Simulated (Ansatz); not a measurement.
```yaml
crystal:
  periodic: [false, false, false]
  atoms:
    - {symbol: Ag, position_ang: [-0.000001, 0.000005, 0.000001]}
    - {symbol: F, position_ang: [1.919016, -0.025650, 0.004681]}
    - {symbol: F, position_ang: [0.025644, 1.919015, 0.008037]}
    - {symbol: F, position_ang: [-1.919020, 0.025640, -0.004683]}
    - {symbol: F, position_ang: [-0.025640, -1.919000, -0.008036]}
basis:
  gaussian: {orbitals: STO-3G}
total_charge: -1
hamiltonian: {xc: {name: wB97X-V}}
accuracy: high
scf: {omitted_lower_state_checks: [starts]}
output: {forces: true}
```

```sh
$ ansatz run in.yaml --threads 4 --pin off --events-out ev --progress --plain --max-ram 3916MiB
```

It prints (some lines left out):

```
Functional definition: wB97X-V
975 factors; integrals over basis functions are off by at most 7.4e-9 eV
207 factors; integrals over basis functions are off by at most 1.4e-9 eV
mean field evaluation 1: about -150790.3199 eV, gradient 3.8e1 eV
mean field evaluation 2: about -150791.4476 eV, gradient 3.6e1 eV
mean field evaluation 4: about -150796.3851 eV, gradient 2.3e-1 eV
mean field evaluation 8: about -150796.4125 eV, gradient 1.1e-2 eV
mean field evaluation 16: about -150796.4125 eV, gradient 1.8e-5 eV
mean field -150796.41247235 eV, -5541.6659448795 hartree, gradient 9.7e-9 eV, S^2 0.000000; 0 other end points of the search recorded, 0 dependent functions left out
reference -150796.41247224 eV, -5541.6659448752 hartree; 42, 42 occupied and 5, 5 virtual orbitals, 975 factors
Total energy: -150796.41247224 eV, -5541.6659448752 hartree
Atom 0 at    -0.000001     0.000005     0.000001 Å, force     0.000015    -0.000059    -0.000000 eV/Å
Atom 1 at     1.919016    -0.025650     0.004681 Å, force    -2.398651     0.032067    -0.005852 eV/Å
Atom 2 at     0.025644     1.919015     0.008037 Å, force    -0.032093    -2.398659    -0.010045 eV/Å
Atom 3 at    -1.919020     0.025640    -0.004683 Å, force     2.398661    -0.031983     0.005853 eV/Å
Atom 4 at    -0.025640    -1.919000    -0.008036 Å, force     0.032068     2.398635     0.010045 eV/Å
Dipole moment:     0.000000    -0.000001    -0.000000 e Å
Checks for a lower state left out: starts
```

It took 17 s on 4 threads of Arm Neoverse V2 on a shared host.

The highest occupied level of an anion often lies above zero with these methods, and sets without diffuse functions describe the outer electron poorly.

The dipole of an ion depends on the origin.
